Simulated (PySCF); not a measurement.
Partial charges of `N#C[C@@H]1[C@H](Cl)CCC12CC2`

Compound: C₈H₁₀ClN.
Structure used (GFN2-xTB), in Å, numbered top down from 1:
```
atom  x, y, z in Å
N1    -0.3062   -0.8511    2.9660
C2    -0.4170   -0.2107    2.0264
C3    -0.5110    0.5858    0.8223
C4    -1.7641    0.2153    0.0174
Cl5   -3.2165    0.0524    1.0404
C6    -1.3671   -1.0884   -0.6651
C7     0.0783   -0.8317   -1.1083
C8     0.6245    0.2079   -0.1326
C9     1.5989    1.2514   -0.5910
C10    2.0424    0.1714    0.3504
H11   -0.4936    1.6419    1.1065
H12   -1.9824    0.9968   -0.7140
H13   -1.4031   -1.8982    0.0654
H14   -2.0254   -1.3391   -1.4948
H15    0.0994   -0.4360   -2.1257
H16    0.6671   -1.7489   -1.0903
H17    1.5033    2.2572   -0.2094
H18    1.9392    1.2072   -1.6150
H19    2.2423    0.4342    1.3783
H20    2.6861   -0.6068   -0.0300
```

Density: PBE0/pcSseg-1 (PySCF); schemes: Mulliken, IAO, Hirshfeld and ESP-fitted. Isolated species at its GFN2-xTB geometry (one conformer only).

Task: For which atoms does the sign change between the 4 schemes (beyond +0.03 e in one, beyond −0.03 e in another)?

Result: C8. Atomic charges aren't observables, and each scheme defines them in its own way.

Task: Which atoms carry the lowest charge in the Mulliken, IAO, Hirshfeld and ESP-fitted schemes?

Result: The schemes don't all agree: Mulliken C8 (-0.456); IAO C9 (-0.292); Hirshfeld N1 (-0.225); ESP-fitted N1 (-0.498).

Task: Give the atomic charges in each scheme.

Result: In e:

```json
{"atom": "N1", "environment": "nitrile nitrogen", "Mulliken": "-0.236", "IAO": "-0.243", "Hirshfeld": "-0.225", "ESP-fitted": "-0.498"}
{"atom": "C2", "environment": "nitrile carbon", "Mulliken": "+0.161", "IAO": "+0.134", "Hirshfeld": "+0.075", "ESP-fitted": "+0.504"}
{"atom": "C3", "environment": "sp3 carbon next to a nitrile", "Mulliken": "-0.167", "IAO": "-0.153", "Hirshfeld": "-0.010", "ESP-fitted": "-0.414"}
{"atom": "C4", "environment": "sp3 C–Cl carbon", "Mulliken": "-0.201", "IAO": "-0.084", "Hirshfeld": "+0.016", "ESP-fitted": "-0.267"}
{"atom": "Cl5", "environment": "alkyl chlorine", "Mulliken": "-0.076", "IAO": "-0.097", "Hirshfeld": "-0.051", "ESP-fitted": "-0.084"}
{"atom": "C6", "environment": "ring CH2 carbon", "Mulliken": "-0.146", "IAO": "-0.265", "Hirshfeld": "-0.075", "ESP-fitted": "-0.200"}
{"atom": "C7", "environment": "ring CH2 carbon", "Mulliken": "-0.051", "IAO": "-0.267", "Hirshfeld": "-0.064", "ESP-fitted": "-0.088"}
{"atom": "C8", "environment": "sp3 carbon at a ring junction", "Mulliken": "-0.456", "IAO": "+0.012", "Hirshfeld": "+0.015", "ESP-fitted": "+0.333"}
{"atom": "C9", "environment": "three-membered-ring carbon", "Mulliken": "-0.126", "IAO": "-0.292", "Hirshfeld": "-0.089", "ESP-fitted": "-0.307"}
{"atom": "C10", "environment": "three-membered-ring carbon", "Mulliken": "-0.103", "IAO": "-0.287", "Hirshfeld": "-0.086", "ESP-fitted": "-0.325"}
{"atom": "H11", "environment": "methine hydrogen", "Mulliken": "+0.157", "IAO": "+0.176", "Hirshfeld": "+0.063", "ESP-fitted": "+0.221"}
{"atom": "H12", "environment": "methine hydrogen", "Mulliken": "+0.168", "IAO": "+0.163", "Hirshfeld": "+0.051", "ESP-fitted": "+0.229"}
{"atom": "H13", "environment": "methylene hydrogen", "Mulliken": "+0.151", "IAO": "+0.155", "Hirshfeld": "+0.041", "ESP-fitted": "+0.143"}
{"atom": "H14", "environment": "methylene hydrogen", "Mulliken": "+0.138", "IAO": "+0.152", "Hirshfeld": "+0.048", "ESP-fitted": "+0.124"}
{"atom": "H15", "environment": "methylene hydrogen", "Mulliken": "+0.125", "IAO": "+0.139", "Hirshfeld": "+0.041", "ESP-fitted": "+0.060"}
{"atom": "H16", "environment": "methylene hydrogen", "Mulliken": "+0.134", "IAO": "+0.149", "Hirshfeld": "+0.048", "ESP-fitted": "+0.056"}
{"atom": "H17", "environment": "methylene hydrogen", "Mulliken": "+0.127", "IAO": "+0.148", "Hirshfeld": "+0.049", "ESP-fitted": "+0.124"}
{"atom": "H18", "environment": "methylene hydrogen", "Mulliken": "+0.128", "IAO": "+0.150", "Hirshfeld": "+0.050", "ESP-fitted": "+0.119"}
{"atom": "H19", "environment": "methylene hydrogen", "Mulliken": "+0.142", "IAO": "+0.157", "Hirshfeld": "+0.050", "ESP-fitted": "+0.138"}
{"atom": "H20", "environment": "methylene hydrogen", "Mulliken": "+0.131", "IAO": "+0.154", "Hirshfeld": "+0.053", "ESP-fitted": "+0.135"}
```

Mean size of the charges over all atoms: ESP-fitted 0.218 e, IAO 0.169 e, Mulliken 0.156 e, Hirshfeld 0.060 e. Each set sums to the total charge, 0, to within 0.001 e. The IAO scheme projects the occupied orbitals on a minimal set of polarised atomic orbitals and counts the electrons in each atom's part of it.

Task: How many electrons does the IAO scheme count on C3?

Result: Z − q = 6 − (-0.153) = 6.153.

Task: Sum the charges by element, for elements with more than one atom.

Result: 
| element | atoms | Mulliken | IAO | Hirshfeld | ESP-fitted |
| --- | --- | --- | --- | --- | --- |
| C | 8 | -1.088 | -1.202 | -0.219 | -0.765 |
| H | 10 | +1.401 | +1.542 | +0.494 | +1.348 |

Task: How closely do the schemes follow one another over all atoms?

Result: Correlation coefficient and root-mean-square difference: IAO with Hirshfeld 0.87, 0.124 e; IAO with ESP-fitted 0.81, 0.153 e; Hirshfeld with ESP-fitted 0.80, 0.203 e; Mulliken with IAO 0.72, 0.134 e; Mulliken with Hirshfeld 0.64, 0.140 e; Mulliken with ESP-fitted 0.53, 0.221 e.
